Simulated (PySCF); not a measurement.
Species: C4H12N2O3Si.
Structure used (GFN2-xTB), in Å, numbered top down from 1:
```xyz
22
C4H12N2O3Si angstrom
C      2.863   -0.564   -1.273
O      1.552   -0.293   -0.852
Si     1.110    0.079    0.670
N      0.997   -1.392    1.579
O      2.147    1.184    1.284
C     -0.609    0.902    0.728
O     -0.691    1.869    1.486
N     -1.681    0.443    0.064
C     -2.969    1.078    0.225
C     -1.654   -0.691   -0.817
H      3.561    0.161   -0.854
H      2.881   -0.507   -2.362
H      3.162   -1.566   -0.958
H      1.773   -2.035    1.551
H      0.627   -1.354    2.515
H      1.754    1.928    1.740
H     -2.849    1.906    0.922
H     -3.696    0.368    0.625
H     -3.331    1.456   -0.734
H     -0.637   -1.052   -0.923
H     -2.282   -1.494   -0.419
H     -2.037   -0.407   -1.801
```

Computed at PBE0/pcSseg-1 (PySCF, non-relativistic), with Q(17O) = −0.0256 b, Q(14N) = 0.02044 b: O2, 17O (I = 5/2): χzz = -10.47 MHz, η = 0.439; N4, 14N (I = 1): χzz = -4.528 MHz, η = 0.348; O5, 17O (I = 5/2): χzz = -8.616 MHz, η = 0.529; O7, 17O (I = 5/2): χzz = 9.217 MHz, η = 0.101; N8, 14N (I = 1): χzz = -4.434 MHz, η = 0.114.

Question: Find the zero-field quadrupole resonance frequencies of 17O at O2.

Answer: From the eigenvalues of H = χ/[4I(2I − 1)] × [3Iz² − I(I + 1) + η(Ix² − Iy²)], steps between neighbouring levels, labelled as for η = 0: ±1/2↔±3/2 1.870 MHz, ±3/2↔±5/2 3.034 MHz (silyl ether oxygen).

Question: Where would the pure quadrupole (NQR) lines of 14N at N4 fall for the rigid, isolated species?

Answer: From ν± = (3/4)|χ|(1 ± η/3) and ν0 = |χ|η/2: ν+ 3.790 MHz, ν− 3.001 MHz, ν0 0.789 MHz (silicon-bound nitrogen).

Question: Where would the pure quadrupole (NQR) lines of 17O at O5 fall for the rigid, isolated species?

Answer: From the eigenvalues of H = χ/[4I(2I − 1)] × [3Iz² − I(I + 1) + η(Ix² − Iy²)], steps between neighbouring levels, labelled as for η = 0: ±1/2↔±3/2 1.637 MHz, ±3/2↔±5/2 2.463 MHz (silanol oxygen).

Question: Where would the pure quadrupole (NQR) lines of 17O at O7 fall for the rigid, isolated species?

Answer: From the eigenvalues of H = χ/[4I(2I − 1)] × [3Iz² − I(I + 1) + η(Ix² − Iy²)], steps between neighbouring levels, labelled as for η = 0: ±1/2↔±3/2 1.398 MHz, ±3/2↔±5/2 2.759 MHz (carbonyl oxygen).

Question: Find the zero-field quadrupole resonance frequencies of 14N at N8.

Answer: From ν± = (3/4)|χ|(1 ± η/3) and ν0 = |χ|η/2: ν+ 3.452 MHz, ν− 3.200 MHz, ν0 0.252 MHz (nitrogen bound to a carbonyl carbon).

In a crystal, neighbours and librations shift these lines. GFN2-xTB bond lengths can be off by several hundredths of an ångström, more for odd bonds, and the gradients follow them. These gradients aren't converged with respect to the basis.

One conformer stands for the species.
